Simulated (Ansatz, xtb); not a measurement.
Relative energy of two conformers of C4H11ClSi

We compare X, `CC[Si](C)(C)Cl`, a singlet, with Y, `CC[Si](C)(C)Cl`, a singlet. Both are isolated molecules in the gas phase, relaxed with B3LYP/6-31G*.

X (Å):

```xyz
17

C    -3.6065    0.5507    0.9273
C    -2.3219    1.4005    0.9865
C    -0.3137   -0.9995    1.0259
C    -1.0721    0.3381   -1.6788
Cl    0.7859    1.9566    0.3900
Si   -0.8168    0.6003    0.1687
H    -3.9104    0.3453   -0.1060
H    -4.4432    1.0640    1.4158
H    -3.4786   -0.4144    1.4318
H    -2.0668    1.6218    2.0315
H    -2.4943    2.3741    0.5085
H    -1.1058   -1.7538    0.9377
H     0.5964   -1.4156    0.5801
H    -0.1212   -0.8352    2.0919
H    -1.8909   -0.3692   -1.8618
H    -0.1685   -0.0670   -2.1475
H    -1.3196    1.2788   -2.1828
```

Y (Å):

```json
{"atom": "C", "x (Å)": "-2.6244", "y (Å)": "0.9287", "z (Å)": "-1.0989"}
{"atom": "C", "x (Å)": "-1.3279", "y (Å)": "1.3555", "z (Å)": "-1.8093"}
{"atom": "C", "x (Å)": "0.5079", "y (Å)": "-0.6022", "z (Å)": "-0.1923"}
{"atom": "C", "x (Å)": "1.5374", "y (Å)": "0.7031", "z (Å)": "-2.8226"}
{"atom": "Cl", "x (Å)": "-0.7172", "y (Å)": "-1.5878", "z (Å)": "-2.9982"}
{"atom": "Si", "x (Å)": "0.0350", "y (Å)": "0.0490", "z (Å)": "-1.8949"}
{"atom": "H", "x (Å)": "-3.0824", "y (Å)": "0.0656", "z (Å)": "-1.5939"}
{"atom": "H", "x (Å)": "-3.3615", "y (Å)": "1.7404", "z (Å)": "-1.0971"}
{"atom": "H", "x (Å)": "-2.4397", "y (Å)": "0.6519", "z (Å)": "-0.0544"}
{"atom": "H", "x (Å)": "-0.8984", "y (Å)": "2.2367", "z (Å)": "-1.3080"}
{"atom": "H", "x (Å)": "-1.5516", "y (Å)": "1.6777", "z (Å)": "-2.8355"}
{"atom": "H", "x (Å)": "1.2811", "y (Å)": "-1.3746", "z (Å)": "-0.2677"}
{"atom": "H", "x (Å)": "-0.3536", "y (Å)": "-1.0396", "z (Å)": "0.3237"}
{"atom": "H", "x (Å)": "0.9014", "y (Å)": "0.2085", "z (Å)": "0.4344"}
{"atom": "H", "x (Å)": "1.2674", "y (Å)": "1.0385", "z (Å)": "-3.8299"}
{"atom": "H", "x (Å)": "1.9782", "y (Å)": "1.5555", "z (Å)": "-2.2897"}
{"atom": "H", "x (Å)": "2.3093", "y (Å)": "-0.0681", "z (Å)": "-2.9204"}
```

Energies in hartree; the thermal terms are from B3LYP/6-31G* harmonic frequencies (ideal gas, rigid rotor, one conformer each, 298.15 K, 1 atm) and include the zero-point energy:

|  | X | Y |
| --- | --- | --- |
| E, CCSD(T)/def2-SVP | −906.969633 | −906.970559 |
| E, MP2/def2-SVP | −906.863151 | −906.864071 |
| E, MP2/def2-TZVPP | −907.511883 | −907.512298 |
| zero-point energy | 0.142485 | 0.142489 |
| H(298 K) − E | 0.153409 | 0.153385 |
| G(298 K) − E | 0.107472 | 0.107566 |

Question: Correct the CCSD(T) difference for the basis set by the MP2 change, then work out ΔE, ΔE₀, ΔH and ΔG for X → Y in kJ/mol (1 Eh = 2625.50 kJ/mol) and the equilibrium ratio [Y]/[X].

Answer: 1. Differences Y − X: CCSD(T) −0.000926, MP2 in the small set −0.000920, MP2 in the large set −0.000415 Eh.
2. ΔE = −0.000926 + (−0.000415 − (−0.000920)) = −0.000421 Eh = −1.11 kJ/mol.
3. ΔE₀ = ΔE + ΔZPE = −0.000421 + (+0.000004) Eh = −1.09 kJ/mol.
4. ΔH = ΔE + (−0.000024) Eh = −1.17 kJ/mol.
5. ΔG = ΔE + (+0.000094) Eh = −0.86 kJ/mol, so ΔS = (ΔH − ΔG)/T = −1.0 J/(mol K).
6. kT = 0.9442 mEh, so K = [Y]/[X] = exp(−ΔG/kT) = exp(+0.35) ≈ 1.4.

The two are too close for this level to say which is favoured. An error of 4 kJ/mol in ΔG would change K by a factor of 5. Mirror images and further conformers aren't counted.

Other levels gave ΔE = −0.8 (B3LYP/6-31G*); −2.2 (HF/def2-SVP); −2.4 (MP2/def2-SVP); −2.4 (CCSD(T)/def2-SVP) kJ/mol. The correlated steps freeze 14 core orbitals. Programs: Ansatz 0.2.0.
